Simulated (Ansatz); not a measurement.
Geometry optimisation, RHF/6-31G* (Ansatz).

Input file:

```yaml
crystal:
  periodic: [false, false, false]
  atoms:
    - { symbol: C, position_ang: [-1.6674, -0.6222, 0.3281] }
    - { symbol: C, position_ang: [-0.6431, -1.4774, -0.3007] }
    - { symbol: "N", position_ang: [0.6321, -1.3078, 0.3392] }
    - { symbol: Al, position_ang: [1.7611, 0.1947, -0.3196] }
    - { symbol: C, position_ang: [3.53401, -0.27366, -1.11571] }
    - { symbol: H, position_ang: [-1.4479, 0.5079, 0.2026] }
    - { symbol: H, position_ang: [-2.6567, -0.7511, -0.1951] }
    - { symbol: H, position_ang: [-1.804, -0.7938, 1.3879] }
    - { symbol: H, position_ang: [-0.5601, -1.2636, -1.3504] }
    - { symbol: H, position_ang: [-0.9558, -2.5306, -0.157] }
    - { symbol: H, position_ang: [0.5294, -1.2047, 1.4073] }
    - { symbol: H, position_ang: [1.29209, 1.65576, -0.1982] }
    - { symbol: H, position_ang: [4.24338, -0.80903, -0.37683] }
    - { symbol: H, position_ang: [3.39093, -0.98286, -2.0119] }
    - { symbol: H, position_ang: [3.99293, 0.65554, -1.46742] }
basis:
  gaussian: { orbitals: "6-31G*" }
hamiltonian:
  xc: hf
relax:
  f_tol: 0.015
  max_steps: 40
```

Launched with:

```bash
$ ansatz run input.yaml --threads 1 --pin off --max-ram 2048MiB --backend cpu --events-out ev --progress --plain --runs-dir out
```

Question: Where does it end, and by what steps?

Answer: The forces met the threshold. The force dipped under the threshold on the way, but the program's further checks kept it going. After 26 steps the energy has fallen by 1.407 eV; H12 moved furthest, 2.37 Å.

| step | energy less start (eV) | largest force component (eV/Å) | accepted |
| --- | --- | --- | --- |
| 0 | 0.0000 | 3.193 | yes |
| 1 | -0.7576 | 1.202 | yes |
| 2 | -0.8813 | 0.536 | yes |
| 3 | -0.9357 | 0.477 | yes |
| 4 | -0.9934 | 0.463 | yes |
| 5 | -1.0249 | 1.522 | yes |
| 6 | -1.1201 | 0.712 | yes |
| 7 | -1.1877 | 0.266 | yes |
| 8 | -1.2411 | 0.169 | yes |
| 9 | -1.2834 | 0.120 | yes |
| 10 | -1.3206 | 0.233 | yes |
| 11 | -1.3550 | 0.127 | yes |
| 12 | -1.3765 | 0.091 | yes |
| 13 | -1.3914 | 0.089 | yes |
| 14 | -1.3959 | 0.199 | yes |
| 15 | -1.4014 | 0.167 | yes |
| 16 | -1.3927 | 0.220 | no |
| 17 | -1.4048 | 0.073 | yes |
| 18 | -1.4060 | 0.043 | yes |
| 19 | -1.4063 | 0.032 | yes |
| 20 | -1.4065 | 0.043 | yes |
| 21 | -1.4066 | 0.034 | yes |
| 22 | -1.4066 | 0.026 | yes |
| 23 | -1.4066 | 0.034 | no |
| 24 | -1.4067 | 0.018 | yes |
| 25 | -1.4068 | 0.010 | yes |
| 26 | -1.4068 | 0.009 | yes |

```xyz
15
Properties=species:S:1:pos:R:3
C -1.666 -0.625 0.800
C -0.885 -1.172 -0.393
N 0.553 -1.071 -0.228
Al 1.737 -0.133 -1.165
C 3.648 -0.199 -0.684
H -1.441 0.425 0.956
H -2.737 -0.728 0.646
H -1.408 -1.160 1.710
H -1.167 -0.624 -1.286
H -1.178 -2.207 -0.566
H 0.872 -1.625 0.543
H 1.183 0.732 -2.375
H 3.847 -0.825 0.183
H 4.249 -0.584 -1.507
H 4.034 0.795 -0.461
```

Run time: 3.7 min on 1 thread of Intel(R) Xeon(R) Processor @ 2.50GHz (Skylake/Cascade Lake) (shared host), peak memory 0.21 GiB.
